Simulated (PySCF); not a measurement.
# Potential energy of SnH along the bond

Set-up: Sn cc-pVTZ-PP with ECP28, H cc-pVTZ; scalar-relativistic core potentials (PySCF 2.14). Energies in eV from Sn + H in their ground configurations at the same level. State: ²Π (doublet), unpaired electrons π ↑.

All columns are PBE0. A positive dipole means Sn(−)H(+).

```json
{"R (Å)": "1.534", "E (eV)": "-2.119", "μ (D)": "0.29", "Mulliken charge on Sn (basis-dependent)": "0.05", "HOMO (eV)": "-4.92", "LUMO (eV)": "-3.06", "Mayer bond order": "0.97", "⟨S²⟩": "0.75"}
{"R (Å)": "1.606", "E (eV)": "-2.374", "μ (D)": "0.07", "Mulliken charge on Sn (basis-dependent)": "0.08", "HOMO (eV)": "-4.92", "LUMO (eV)": "-3.07", "Mayer bond order": "0.97", "⟨S²⟩": "0.75"}
{"R (Å)": "1.677", "E (eV)": "-2.520", "μ (D)": "-0.16", "Mulliken charge on Sn (basis-dependent)": "0.10", "HOMO (eV)": "-4.94", "LUMO (eV)": "-3.08", "Mayer bond order": "0.96", "⟨S²⟩": "0.75"}
{"R (Å)": "1.730", "E (eV)": "-2.573", "μ (D)": "-0.34", "Mulliken charge on Sn (basis-dependent)": "0.11", "HOMO (eV)": "-4.95", "LUMO (eV)": "-3.09", "Mayer bond order": "0.96", "⟨S²⟩": "0.75"}
{"R (Å)": "1.784", "E (eV)": "-2.589", "μ (D)": "-0.51", "Mulliken charge on Sn (basis-dependent)": "0.13", "HOMO (eV)": "-4.96", "LUMO (eV)": "-3.10", "Mayer bond order": "0.96", "⟨S²⟩": "0.75"}
{"R (Å)": "1.837", "E (eV)": "-2.574", "μ (D)": "-0.69", "Mulliken charge on Sn (basis-dependent)": "0.14", "HOMO (eV)": "-4.98", "LUMO (eV)": "-3.12", "Mayer bond order": "0.96", "⟨S²⟩": "0.75"}
{"R (Å)": "1.909", "E (eV)": "-2.516", "μ (D)": "-0.92", "Mulliken charge on Sn (basis-dependent)": "0.15", "HOMO (eV)": "-5.01", "LUMO (eV)": "-3.15", "Mayer bond order": "0.96", "⟨S²⟩": "0.75"}
{"R (Å)": "1.998", "E (eV)": "-2.398", "μ (D)": "-1.21", "Mulliken charge on Sn (basis-dependent)": "0.16", "HOMO (eV)": "-5.04", "LUMO (eV)": "-3.18", "Mayer bond order": "0.95", "⟨S²⟩": "0.75"}
{"R (Å)": "2.105", "E (eV)": "-2.212", "μ (D)": "-1.55", "Mulliken charge on Sn (basis-dependent)": "0.18", "HOMO (eV)": "-5.09", "LUMO (eV)": "-3.23", "Mayer bond order": "0.95", "⟨S²⟩": "0.75"}
{"R (Å)": "2.248", "E (eV)": "-1.920", "μ (D)": "-1.99", "Mulliken charge on Sn (basis-dependent)": "0.19", "HOMO (eV)": "-5.17", "LUMO (eV)": "-3.30", "Mayer bond order": "0.95", "⟨S²⟩": "0.76"}
```

A fit through these points gives, at Re = 1.782 Å, μ = -0.51 D and dμ/dR = -3.27 D/Å; the reduced mass is 0.9994 u.

Task: How strong is the fundamental in the double-harmonic approximation, I = 42.26·(dμ/dR)²/μred km/mol?

Result: I = 42.26·(-3.27)²/0.9994 = 452 km/mol at PBE0.

Spin–orbit coupling is left out, which matters for elements this heavy, above all for dissociation energies. The state is the lowest determinant that a PBE0 search found; another state may lie lower at other levels.
